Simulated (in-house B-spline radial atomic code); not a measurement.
**Binding energies in Hf**

NIST's tabulated ground configuration is [Xe] 4f14 5d2 6s2; each binding energy is the energy of the ion with one electron taken from that subshell, relaxed, less that of the parent. All numbers are computed (Dirac-Kohn-Sham PBE0, spherical fractional occupations; Fermi nucleus of rms radius 5.347 fm) with a radial B-spline atomic code at the basis-set limit, not measured. Energies include first-order Breit, QED and recoil terms.

Caution: exact exchange at fractional occupations of open shells leaves self-interaction of up to several eV.

| subshell | X-ray name | binding energy (eV) | -ε (eV) | relaxation (eV) |
| --- | --- | --- | --- | --- |
| 1s | K | 65502.5 | 65322.6 | -462.7 |
| 2s | L1 | 11238.3 | 11200.1 | -76.3 |
| 2p1/2 | L2 | 10756 | 10692.3 | -100.4 |
| 2p3/2 | L3 | 9571.7 | 9499.8 | -95.6 |
| 3s | M1 | 2577.6 | 2567.3 | -18.0 |
| 3p1/2 | M2 | 2354.7 | 2342.0 | -19.8 |
| 3p3/2 | M3 | 2102 | 2085.4 | -20.9 |
| 3d3/2 | M4 | 1728.3 | 1704.9 | -26.0 |
| 3d5/2 | M5 | 1673.9 | 1649.1 | -26.5 |
| 4s | N1 | 531.2 | 525.5 | -7.4 |
| 4p1/2 | N2 | 438.8 | 432.8 | -7.4 |
| 4p3/2 | N3 | 381.7 | 373.9 | -8.5 |
| 4d3/2 | N4 | 229.5 | 221.5 | -8.3 |
| 4d5/2 | N5 | 219.2 | 210.6 | -8.7 |
| 5s | O1 | 75.65 | 71.03 | -4.86 |
| 5p1/2 | O2 | 48.41 | 44.03 | -4.53 |
| 5p3/2 | O3 | 40.88 | 36.11 | -4.83 |
| 4f5/2 | N6 | 29.99 | 22.08 | -7.78 |
| 4f7/2 | N7 | 28.42 | 20.28 | -7.94 |
| 6s | P1 | 8.31 | 5.86 | -2.47 |
| 5d | O4,5 | 5.76 | 2.17 | -3.58 |

Relaxation = -ε minus the binding energy without Breit, QED and recoil terms. With a density functional, K lines can miss by some tenths of a per cent, more in light atoms. For a density functional the relaxation so defined is negative, because -ε of a Kohn-Sham level is smaller than the binding energy.

Emission lines follow as differences of binding energies, with λ = 12398.42 eV·Å / E:

```
 line          holes  energy (eV)  wavelength (Å)
 K-L3     1s → 2p3/2      55930.8         0.22167
 K-L2     1s → 2p1/2      54746.5         0.22647
 K-M3     1s → 3p3/2      63400.5         0.19556
L3-M5  2p3/2 → 3d5/2       7897.8          1.5699
L2-M4  2p1/2 → 3d3/2       9027.7          1.3734
L1-M3     2s → 3p3/2       9136.3          1.3571
L3-M1     2p3/2 → 3s       6994.1          1.7727
L2-N4  2p1/2 → 4d3/2      10526.5          1.1778
M5-N7  3d5/2 → 4f7/2       1645.5          7.5348
M4-N6  3d3/2 → 4f5/2       1698.3          7.3004
```

(1) What screening constant σ does Moseley's law, E = (3/4)·13.6057 eV·(Z - σ)², need for K-L3?

Moseley's non-relativistic formula needs a falling, then negative, screening constant for heavy elements, because relativity binds the 1s electron more strongly than the formula allows.

(2) What does it cost to remove both a 4s and a 4p1/2 electron?

(3) What does it cost to remove both a 2s and a 3s electron?

(4) What does it cost to remove both a 3s and a 5d electron?

## Answers

(1) σ = -2.03.

(2) 992.4 eV, which is 22.42 eV more than the two single binding energies together.

(3) 13890 eV, which is 74.47 eV more than the two single binding energies together.

(4) 2593.9 eV, which is 10.53 eV more than the two single binding energies together.
